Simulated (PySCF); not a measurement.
acetone (C₃H₆O), singlet, geometry from GFN2-xTB, with bond 9-4 at 1.8 times its length; CASSCF(6,6)+NEVPT2/6-31G* in PySCF.

Here is a job for PySCF.
```python
from pyscf import gto, scf, mcscf, mrpt
import numpy

mol = gto.M(
    atom='''
O    -0.00202356    0.00502782    1.40163302
C    -0.00028613    0.00071094    0.19819253
C    -0.00598572    1.26596943   -0.62421820
C     0.00777494   -1.27041500   -0.61510003
H     0.00018810    2.13672408    0.02569315
H    -0.00028442   -2.13648476    0.04102096
H    -0.89240581    1.29081337   -1.25420279
H     0.86770223    1.28962202   -1.27163889
H     1.60659821   -1.32325170   -1.74411057
H    -0.86404026   -1.29872071   -1.26485435
''',
    basis='6-31g*',
    verbose=4,
)

mf = scf.RHF(mol)
mf.kernel()
mc = mcscf.CASSCF(mf, 6, 6)
mc.fix_spin_(ss=0.0)
mc.kernel()
occ = numpy.linalg.eigvalsh(mc.fcisolver.make_rdm1(mc.ci, mc.ncas, mc.nelecas))[::-1]
ss = mc.fcisolver.spin_square(mc.ci, mc.ncas, mc.nelecas)[0]
print('natural occupations', occ.round(4), ' <S^2>', round(ss, 4))
e2 = mrpt.NEVPT(mc).kernel()
print('E(NEVPT2) = %.10f' % (mc.e_tot + e2))
```

It wrote (shortened):

```
PySCF version 2.14.0

[INPUT] verbose = 4
[INPUT] num. atoms = 10
[INPUT] num. electrons = 32
[INPUT] charge = 0
[INPUT] spin (= nelec alpha-beta = 2S) = 0
[INPUT] symmetry False subgroup None
[INPUT] Mole.unit = angstrom
[INPUT] Symbol           X                Y                Z      unit          X                Y                Z       unit  Magmom
[...]
nuclear repulsion = 117.708944572564
number of shells = 36
number of NR pGTOs = 132
number of NR cGTOs = 68
basis = 6-31g*
ecp = {}

******** <class 'pyscf.scf.hf.RHF'> ********
method = RHF
initial guess = minao
damping factor = 0
level_shift factor = 0
DIIS = <class 'pyscf.scf.diis.CDIIS'>
diis_start_cycle = 1
diis_space = 8
diis_damp = 0
SCF conv_tol = 1e-09
SCF conv_tol_grad = None
SCF max_cycles = 50
direct_scf = True
direct_scf_tol = 1e-13
Set gradient conv threshold to 3.16228e-05
Initial guess from minao.
init E= -192.175490574399
[...]
cycle= 1 E= -191.678746468441  delta_E= 0.497  |g|= 0.732  |ddm|= 2.67
[...]
cycle= 2 E= -191.745656722804  delta_E= -0.0669  |g|= 0.605  |ddm|= 0.982
[...]
cycle= 3 E= -191.814704726957  delta_E= -0.069  |g|= 0.0642  |ddm|= 0.498
[...]
cycle= 4 E= -191.817107910746  delta_E= -0.0024  |g|= 0.0171  |ddm|= 0.128
[...]
cycle= 5 E= -191.817328740793  delta_E= -0.000221  |g|= 0.00787  |ddm|= 0.0496
[...]
cycle= 6 E= -191.817370273751  delta_E= -4.15e-05  |g|= 0.00315  |ddm|= 0.0207
[...]
cycle= 7 E= -191.817375963659  delta_E= -5.69e-06  |g|= 0.000947  |ddm|= 0.007
[...]
cycle= 8 E= -191.81737654592  delta_E= -5.82e-07  |g|= 0.000248  |ddm|= 0.00231
[...]
cycle= 9 E= -191.817376575705  delta_E= -2.98e-08  |g|= 7.96e-05  |ddm|= 0.000407
[...]
cycle= 10 E= -191.817376583131  delta_E= -7.43e-09  |g|= 3.66e-05  |ddm|= 0.000226
[...]
cycle= 11 E= -191.817376585461  delta_E= -2.33e-09  |g|= 1.57e-05  |ddm|= 0.000141
[...]
cycle= 12 E= -191.817376585929  delta_E= -4.69e-10  |g|= 4.99e-06  |ddm|= 7.69e-05
[...]
Extra cycle  E= -191.817376585944  delta_E= -1.44e-11  |g|= 3.16e-06  |ddm|= 8.73e-06
converged SCF energy = -191.817376585944

******** <class 'pyscf.mcscf.mc1step.CASSCF'> ********
CAS (3e+3e, 6o), ncore = 13, nvir = 49
max_cycle_macro = 50
max_cycle_micro = 4
conv_tol = 1e-07
conv_tol_grad = None
orbital rotation max_stepsize = 0.02
orbital rotation threshold for CI restart = 0.01
augmented hessian ah_max_cycle = 30
augmented hessian ah_conv_tol = 1e-12
augmented hessian ah_linear dependence = 1e-14
augmented hessian ah_level shift = 1e-08
[...]
CASCI E = -191.865029272418  S^2 = 0.0000000
CASSCF energy = -191.938685224241
CASCI E = -191.938685224241  E(CI) = -9.59160402118064  S^2 = 0.0000000
[...]
0 O 1s          -0.00119
0 O 2s           0.37070
0 O 3s           0.14030
0 O 2px          0.00044
0 O 2py         -0.00675
0 O 2pz         -0.47350
0 O 3px         -0.00229
0 O 3py          0.01059
0 O 3pz          0.22768
0 O 3dxy         0.00067
0 O 3dyz        -0.00100
0 O 3dz^2        0.00467
0 O 3dxz        -0.00210
0 O 3dx2-y2      0.01142
1 C 1s           0.00054
1 C 2s          -0.48738
1 C 3s           0.06794
1 C 2px          0.00143
1 C 2py          0.01137
1 C 2pz         -0.53812
1 C 3px         -0.00156
1 C 3py          0.00366
1 C 3pz          0.12276
1 C 3dxy        -0.00188
1 C 3dyz         0.00582
1 C 3dz^2       -0.04975
1 C 3dxz         0.00168
1 C 3dx2-y2     -0.02556
2 C 1s          -0.00004
2 C 2s           0.01606
2 C 3s           0.00471
2 C 2px         -0.00047
2 C 2py         -0.02826
2 C 2pz          0.03044
2 C 3px         -0.00075
2 C 3py          0.00844
2 C 3pz          0.03125
2 C 3dxy         0.00035
2 C 3dyz        -0.00683
2 C 3dz^2        0.00391
2 C 3dxz        -0.00009
2 C 3dx2-y2     -0.00093
3 C 1s          -0.00004
3 C 2s           0.00773
3 C 3s           0.00251
3 C 2px         -0.02702
3 C 2py          0.03888
3 C 2pz          0.05350
3 C 3px         -0.00419
3 C 3py         -0.00770
3 C 3pz          0.03200
3 C 3dxy        -0.00040
3 C 3dyz         0.00822
3 C 3dz^2        0.00291
3 C 3dxz         0.00142
3 C 3dx2-y2     -0.00417
4 H 1s           0.03948
4 H 2s           0.01491
5 H 1s           0.03838
5 H 2s           0.01216
6 H 1s          -0.03217
6 H 2s          -0.00267
7 H 1s          -0.03311
7 H 2s          -0.00354
8 H 1s           0.00592
8 H 2s          -0.00485
9 H 1s          -0.03625
9 H 2s          -0.00359
<CAS-nat-orb|mo-hf>  14     5        0.56387467
<CAS-nat-orb|mo-hf>  14     10      -0.56641786
<CAS-nat-orb|mo-hf>  14     12      -0.40028384
<CAS-nat-orb|mo-hf>  15     11       0.45165307
<CAS-nat-orb|mo-hf>  15     14       0.86212400
<CAS-nat-orb|mo-hf>  16     16       0.89821922
<CAS-nat-orb|mo-hf>  17     17       0.94360899
<CAS-nat-orb|mo-hf>  18     18       0.79631609
<CAS-nat-orb|mo-hf>  19     34       0.68447606
Sr    (-1)',   E = -0.00439566290459
Si    (+1)',   E = -0.00171146631937
Sijrs (0)  ,   E = -0.26702212360162
Sijr  (+1) ,   E = -0.02031979090121
Srsi  (-1) ,   E = -0.07451508444489
Srs   (-2) ,   E = -0.02011398637143
Sij   (+2) ,   E = -0.00245582642525
Sir   (0)' ,   E = -0.06827240994971
Nevpt2 Energy = -0.458806350918069
E(NEVPT2) = -192.3974915752
```
